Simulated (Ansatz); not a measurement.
Sn24H30, a nanocrystal cut from hexagonal tin. The state is a singlet with charge 0. Geometry PBE-D4/def2-SVP, basis def2-TZVP, Ansatz.

| run | HOMO (eV) | LUMO (eV) |
| --- | --- | --- |
| A | -5.92 | -2.90 |
| B | -6.20 | -2.68 |
| C | -5.73 | -3.05 |
| D | -6.50 | -2.38 |

In the def2 sets Sn takes a core potential; there is no spin–orbit coupling. Single mean-field runs in def2-TZVP are fitted with def2-universal-jkfit.

Task: The runs used PBE, PBE0, r2SCAN, r2SCANh. Estimate which is which.

Result: A r2SCAN (0 % exact exchange); B r2SCANh (10 % exact exchange); C PBE (0 % exact exchange); D PBE0 (25 % exact exchange). Exact exchange lowers occupied and raises empty levels; among semilocal functionals meta-GGAs tend to open the gap a little, and such runs are hard to tell apart. The gap grows from 2.68 eV (PBE) to 4.12 eV (PBE0).
